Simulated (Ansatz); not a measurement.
`NC1O[SiH2]O1`. Total charge 0; spin multiplicity 1. The geometry is a stationary point of PBE0-D4/def2-TZVP. It is one conformer, not always the lowest.

```xyz
10

N    -0.896    1.387   -0.566
C    -0.715    0.110   -0.030
O    -0.045   -0.754   -0.945
Si    1.082   -1.087    0.236
O     0.206    0.019    1.105
H    -1.464    1.971    0.032
H    -0.016    1.842   -0.770
H    -1.681   -0.302    0.276
H     2.479   -0.709   -0.091
H     1.050   -2.476    0.754
```

(1) What is the dipole moment at r2SCAN/def2-TZVPP? (Estimate.)

(2) And with PBE, B3LYP, ωB97M-V? (An estimate is asked.)

(3) Give the Mulliken charges with r2SCAN, PBE, ωB97M-V in def2-TZVPP. (An estimate is asked.)

Results:

(1) Computed: 1.09 D, with components (0.39, 0.68, 0.75) D in this frame, pointing from negative to positive charge.

(2) Ansatz gave: PBE 1.08 D, B3LYP 1.09 D, ωB97M-V 1.10 D.

(3) The calculation gave: 
```tsv
atom	r2SCAN	PBE	ωB97M-V
N1	-0.31	-0.27	-0.24
C2	0.40	0.25	0.30
O3	-0.43	-0.35	-0.41
Si4	0.65	0.53	0.55
O5	-0.45	-0.36	-0.43
H6	0.15	0.15	0.11
H7	0.14	0.15	0.11
H8	0.04	0.08	0.10
H9	-0.10	-0.08	-0.05
H10	-0.09	-0.08	-0.05
```

B3LYP here is the variant with VWN-RPA as its local correlation; programs differ in this.
